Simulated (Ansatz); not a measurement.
`F[SiH2]C[SiH3]` → `C[SiH3]` + `F[SiH]`  (silylene formation by 1,1-elimination)

Computed with Ansatz on PBE0-D4/def2-TZVP structures; ΔE is electronic, products minus reactants. CCSD(T)/CBS adds triple-zeta CCSD(T) − MP2 to the extrapolated MP2 energy (def2 sets, frozen cores). This one scheme is used for every species. Functionals use def2-TZVPP. One conformer a species, not always the lowest.

```
             level  ΔE (kcal/mol)
            revPBE           43.9
RPA@PBE/def2-TZVPP           45.8
```

(1) What does CCSD(T)/CBS give? (An estimate is asked.)

(2) What do rigid-rotor, harmonic-oscillator terms from PBE0-D4/def2-TZVP frequencies (298.15 K, 1 bar) make of the CCSD(T)/CBS value? (Best estimate.)

Largest T1 diagnostic among the species: 0.015.

Results:

(1) The calculation gave: +51.4 kcal/mol. The listed levels differ from it by -7.5, -5.6 kcal/mol.

(2) Computed: ΔZPE = -1.6 kcal/mol, ΔH = +50.5 kcal/mol, ΔS = 148 J/(mol·K), ΔG = +40.0 kcal/mol. Modes under 50 cm⁻¹ make the entropy rough.

In def2-TZVPP, CCSD(T) changes the Hartree–Fock value by +1.9 kcal/mol (the triples alone add +0.6 kcal/mol) and MP2 by +6.2 kcal/mol. From BLYP to BHLYP (50 % exact exchange), in def2-TZVPP and without D4, ΔE moves by +8.8 kcal/mol. Leaving LDA and LC-ωPBE aside and taking each functional with its dispersion term where it has one, the values, not all of them listed here, spread over 11.3 kcal/mol, from BLYP-D4 to r2SCAN0-D4. LDA lies +8.4 kcal/mol from PBE without D4.

CCSD(T)/CBS has its own doubt, a few kJ/mol and more with outer-core shells, so smaller differences from it don't rank the levels.
